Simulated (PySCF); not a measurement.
C₃H₇F₃Si, SMILES FC(F)(F)CC[SiH3] (GFN2-xTB optimised geometry):

```
14

F     -0.216     0.190     1.186
C      0.164     0.691     0.000
F      1.506     0.691     0.000
F     -0.213     1.983     0.000
C     -0.420    -0.073    -1.170
C      0.014    -1.534    -1.148
Si    -0.697    -2.524    -2.615
H     -1.506     0.017    -1.105
H     -0.082     0.425    -2.081
H     -0.304    -1.983    -0.206
H      1.104    -1.579    -1.162
H     -2.158    -2.462    -2.555
H     -0.226    -1.914    -3.860
H     -0.230    -3.903    -2.504
```

Level of theory: B3LYP/def2-TZVP run with PySCF 2.14.0.

Question: What are the frontier orbital energies and the dipole moment?

Answer: HOMO-2 -9.73 eV, HOMO-1 -9.67 eV, HOMO -8.87 eV, LUMO 0.10 eV, LUMO+1 0.98 eV; dipole moment 2.09 D.

Meta-Löwdin charges at B3LYP/def2-TZVP: F1 -0.28, C2 0.79, F3 -0.28, F4 -0.29, C5 -0.22, C6 -0.43, Si7 0.52, H8 0.13, H9 0.13, H10 0.12, H11 0.12, H12 -0.10, H13 -0.10, H14 -0.10.
